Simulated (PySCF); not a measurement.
# AlBi⁻: frontier orbitals

PBE0 at R = 2.630 Å; PySCF, scalar-relativistic core potentials, basis sets Al def2-SVPD, Bi def2-SVPD with ECP60. State: ²Π (doublet), unpaired electrons π ↑. Only the outer orbitals are listed, counted within each symmetry, core potentials removing the inner ones.

| spin | orbital | occ. | ε (eV) | on Al (%) | main shells (%) |
| --- | --- | --- | --- | --- | --- |
| α | 7σ | 1 | -10.58 | 8 | 92 Bi s |
| α | 8σ | 1 | -3.85 | 75 | 75 Al s, 21 Bi p |
| α | 4π | 1 | -1.02 | 19 | 81 Bi p, 16 Al p |
| α | 4π | 1 | -0.34 | 25 | 76 Bi p, 21 Al p |
| α | 9σ | 1 | -0.25 | 54 | 41 Bi p, 39 Al p, 15 Al s |
| α | 5π | 0 | 2.97 | 78 | 71 Al p, 11 Bi d, 11 Bi p |
| α | 5π | 0 | 3.26 | 75 | 64 Al p, 12 Bi p, 12 Bi d |
| α | 10σ | 0 | 3.99 | 95 | 94 Al s |
| β | 7σ | 1 | -9.88 | 10 | 90 Bi s |
| β | 8σ | 1 | -3.68 | 78 | 78 Al s, 18 Bi p |
| β | 9σ | 1 | -0.11 | 54 | 43 Al p, 39 Bi p, 11 Al s |
| β | 4π | 1 | -0.07 | 32 | 69 Bi p, 28 Al p |
| β | 4π | 0 | 1.51 | 38 | 63 Bi p, 35 Al p |
| β | 5π | 0 | 3.26 | 72 | 58 Al p, 17 Bi p, 13 Al d |
| β | 5π | 0 | 3.46 | 68 | 51 Al p, 19 Bi p, 17 Al d |

**Question.** Which are the highest filled and the lowest empty level, where do they sit, and how wide is the gap?

**Answer.** Highest filled β 4π at -0.07 eV (in %: 69 Bi p, 28 Al p); lowest empty β 4π at 1.51 eV (in %: 63 Bi p, 35 Al p); the gap at PBE0 is 1.58 eV. Both belong to one degenerate shell, split only by its one-sided filling, so this is no excitation gap. An empty level above zero is unbound, and its energy depends on the basis.

* bond order (Mayer): 2.16
* ⟨S²⟩: 0.758
* charge on Al (Mulliken, basis-dependent): -0.55
* charge on Al (Löwdin, basis-dependent): -0.61
* dipole moment (positive dipole points towards Bi; it is taken about the centre of mass and depends on that origin): 4.33 D
* polarisability along the bond: 241.8 bohr³
* polarisability across the bond: 152.4 bohr³

Spin–orbit coupling is left out, which matters for elements this heavy, above all for dissociation energies. The state is the lowest determinant that a PBE0 search found; another state may lie lower at other levels.
